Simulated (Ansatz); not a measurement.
## Ansatz (development build ahead of 0.2.0) run

```yaml
crystal:
  periodic: [false, false, false]
  atoms:
    - { symbol: Li, position_ang: [-0.85139, -0.8471, -0.85877] }
    - { symbol: F, position_ang: [-0.94723, -0.93947, 0.94656] }
    - { symbol: F, position_ang: [-0.94127, 0.95416, -0.94531] }
    - { symbol: Li, position_ang: [-0.85982, 0.858, 0.84686] }
    - { symbol: F, position_ang: [0.94672, -0.9418, -0.94246] }
    - { symbol: Li, position_ang: [0.85085, -0.86062, 0.84837] }
    - { symbol: Li, position_ang: [0.85589, 0.8512, -0.86458] }
    - { symbol: F, position_ang: [0.95246, 0.95044, 0.95828] }
basis:
  gaussian: { orbitals: STO-3G }
hamiltonian:
  xc: hf
correlation:
  method: mp2
  frozen_orbitals: { F: 1, Li: 0 }
```

The input is written out in the form of the current development build from the run's settings.

Results

```json
{
  "Converged": "yes",
  "Reference energy": "-422.13360 hartree",
  "Correlation energy": "-0.17763 hartree",
  "Total energy": "-422.31123 hartree",
  "Spin squared of the determinant": "0.000"
}
```
